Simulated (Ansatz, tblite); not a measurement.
Removing and adding an electron: `CN(C)c1ccc(-c2ccc(-c3ccc(C#N)[se]3)[se]2)[se]1`. The state is a singlet with charge 0. Geometry: r2SCAN-D4/def2-SVP. Ansatz, gas phase; energy differences of separate SCF runs; the oxidised species was run as a doublet alone; the reduced species was run as a doublet alone.

```csv
atom,x (Å),y (Å),z (Å)
C1,2.0436,-2.0803,4.8920
N2,0.6608,-2.1922,4.4858
C3,-0.3343,-2.8018,5.3432
C4,0.2517,-1.6591,3.3041
C5,-1.0359,-1.6387,2.7719
C6,-1.1419,-1.0120,1.5105
C7,0.0204,-0.4970,0.9595
C8,0.2220,0.1806,-0.2804
C9,1.4014,0.6914,-0.8150
C10,1.2901,1.3164,-2.0733
C11,0.0203,1.3495,-2.6320
C12,-0.4014,1.9067,-3.8803
C13,-1.6807,1.9345,-4.4302
C14,-1.7992,2.5570,-5.6891
C15,-0.6185,3.0617,-6.2128
C16,-0.4298,3.7280,-7.4369
N17,-0.2523,4.2842,-8.4508
Se18,0.8252,2.7481,-5.0413
Se19,-1.2122,0.5039,-1.4686
Se20,1.4780,-0.8125,2.1402
H21,2.7170,-2.5426,4.1459
H22,2.1899,-2.5975,5.8484
H23,2.3498,-1.0239,5.0182
H24,0.1536,-3.1968,6.2428
H25,-1.1046,-2.0721,5.6540
H26,-0.8452,-3.6358,4.8295
H27,-1.8943,-2.0714,3.2876
H28,-2.0995,-0.9327,0.9860
H29,2.3554,0.6098,-0.2858
H30,2.1542,1.7522,-2.5844
H31,-2.5380,1.4971,-3.9109
H32,-2.7453,2.6454,-6.2280
```

The xTB rows come from tblite. Single mean-field runs in def2-TZVP are fitted with def2-universal-jkfit.

**Question.** Estimate orbital energies and vertical ionisation energies and electron affinities at: GFN1-xTB; GFN2-xTB; PBE-D4/def2-TZVP; PBE0-D4/def2-TZVP.

**Answer.** 
| level | −HOMO (eV) | vertical IE (eV) | −LUMO (eV) | vertical EA (eV) | HOMO–LUMO gap (eV) | IE − EA (eV) | remarks |
| --- | --- | --- | --- | --- | --- | --- | --- |
| GFN1-xTB | 9.84 | 11.71 | 8.33 | 6.43 | 1.50 | 5.27 | – |
| GFN2-xTB | 9.45 | 11.25 | 8.04 | 6.28 | 1.41 | 4.97 | – |
| PBE-D4/def2-TZVP | 4.46 | 6.21 | 2.88 | 1.23 | 1.57 | 4.98 | HOMO above zero (-1 doublet) |
| PBE0-D4/def2-TZVP | 5.20 | 6.36 | 2.36 | 1.27 | 2.84 | 5.10 | – |

   A HOMO above zero means that the electron is unbound at that level or that self-interaction error raises the level; the energy of removing that electron tells which. Raw xTB energy differences between charge states are shifted by several eV; the methods need an empirical correction for them. Sets without diffuse functions give affinities that are too small.
